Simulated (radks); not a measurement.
Problem. The mean radii <r> (bohr) of the occupied orbitals of an atom or ion are listed with their occupations. Method: scalar-relativistic Kohn-Sham, PBE, spin-polarised, spherical densities, finite nucleus; Fermi nuclear charge, rms radius of each element as measured or else 0.836 A^(1/3) + 0.57 fm; computed with a radial shooting solver on a logarithmic mesh with Libxc functionals.

| orbital | occ. | <r> |
|---|---|---|
| 1s up | 1 | 0.03707 |
| 1s down | 1 | 0.03707 |
| 2s up | 1 | 0.1626 |
| 2s down | 1 | 0.1626 |
| 2p up | 3 | 0.1417 |
| 2p down | 3 | 0.1417 |
| 3s up | 1 | 0.4585 |
| 3s down | 1 | 0.4585 |
| 3p up | 3 | 0.4621 |
| 3p down | 3 | 0.4621 |
| 3d up | 5 | 0.4526 |
| 3d down | 5 | 0.4525 |
| 4s up | 1 | 1.216 |
| 4s down | 1 | 1.209 |
| 4p up | 3 | 1.373 |
| 4p down | 3 | 1.362 |
| 4d up | 2 | 2.131 |
| 5s up | 1 | 3.365 |

Name the element and its charge. Open shells, if any, are filled with parallel spins first.

Solution. Z = 40, zirconium, charge +1: Zr+ in [Kr] 4d2 5s1. The 1s radius gives Z: for a bare nucleus <r> = (2 gamma + 1)/(2Z) with gamma = sqrt(1 - (Z/c)^2), 0.03641 bohr for Z = 40, and screening makes it slightly larger (0.03707 here). The occupations add up to 39, and the charge is Z minus that.
